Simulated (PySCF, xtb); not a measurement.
H₃Si₂, SMILES [Si][SiH3] (connectivity only; charge and spin as stated), neutral, multiplicity 2.

Harmonic wavenumbers (cm⁻¹) from GFN2-xTB in xtb at its own minimum, in rising order: 273, 273, 519, 799, 806, 890, 2044, 2048, 2098.

**Question.** What does PySCF with B3LYP-D3(BJ)/def2-TZVP give at its own minimum? (Estimate from the structure and the level; the computed values follow.)

**Answer.** 275, 393, 414, 865, 908, 953, 2148, 2186, 2189. Paired by order, the mean absolute difference is 88 cm⁻¹ and the zero-point energies are 13.9 and 14.8 kcal/mol.
